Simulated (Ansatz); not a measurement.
```yaml
atoms:
  - { symbol: Zr, position_ang: [0.0000, 0.0000, 0.0000] }
  - { symbol: F, position_ang: [1.1817, 1.1817, 1.1817] }
  - { symbol: F, position_ang: [1.1817, -1.1817, -1.1817] }
  - { symbol: F, position_ang: [-1.1817, 1.1817, -1.1817] }
  - { symbol: F, position_ang: [-1.1817, -1.1817, 1.1817] }
```

Basis set: def2-TZVP (spherical functions, with the set's core potentials past Kr). Frozen core: 4 orbitals. Charge 0, multiplicity 1.

Computed with Ansatz (development build ahead of 0.2.0); each method stands on the lowest determinant of its kind that the runs found. Restricted open shells among the atoms or ions are ROHF, correlated in semicanonical orbitals with singles.

Question: Give the atomization energy at this shape (free ground-state atoms in the same class of orbitals less the molecule, no zero-point energy) of singlet ZrF4 by RHF-MP2, RHF.

Answer:

```tsv
method	atomization energy
RHF-MP2	2573.8 kJ/mol
RHF	1826.7 kJ/mol
```

Caution: no unrestricted run beside it, a lower state can exist; other spin multiplicities were not run; the shape is not the minimum.
